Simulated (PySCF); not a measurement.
## Stretching TeS

Set-up: PySCF, scalar-relativistic core potentials, basis sets Te def2-TZVPP with ECP28, S def2-TZVPP. Energies in eV from Te + S in their ground configurations at the same level. State: ³Σ⁻ (triplet), unpaired electrons π ↑↑.

All columns are PBE0. A positive dipole means Te(−)S(+).

```tsv
R (Å)	E (eV)	μ (D)	Mulliken charge on Te (basis-dependent)	HOMO (eV)	LUMO (eV)	Mayer bond order	⟨S²⟩
1.910	-1.912	-1.06	0.29	-6.00	-2.89	2.09	2.01
1.999	-2.909	-1.25	0.30	-6.21	-3.12	2.07	2.01
2.088	-3.449	-1.42	0.29	-6.41	-3.33	2.05	2.01
2.154	-3.639	-1.53	0.28	-6.55	-3.49	2.05	2.01
2.221	-3.692	-1.63	0.26	-6.68	-3.64	2.04	2.01
2.288	-3.642	-1.72	0.25	-6.80	-3.78	2.04	2.01
2.377	-3.460	-1.81	0.23	-6.95	-3.96	2.04	2.01
2.487	-3.111	-1.90	0.20	-7.13	-4.16	2.03	2.01
2.621	-2.595	-1.98	0.18	-7.28	-4.37	2.02	2.01
2.799	-1.851	-2.04	0.16	-7.06	-4.61	2.01	2.01
```

A fit through these points gives, at Re = 2.219 Å, μ = -1.63 D and dμ/dR = -1.37 D/Å; the reduced mass is 25.66 u.

Task: How strong is the fundamental in the double-harmonic approximation, I = 42.26·(dμ/dR)²/μred km/mol?

Result: I = 42.26·(-1.37)²/25.66 = 3.09 km/mol at PBE0.

These are scalar-relativistic numbers at best; spin–orbit coupling would shift them, the dissociation energy most. The state was picked by a PBE0 search and need not be the measured ground state.
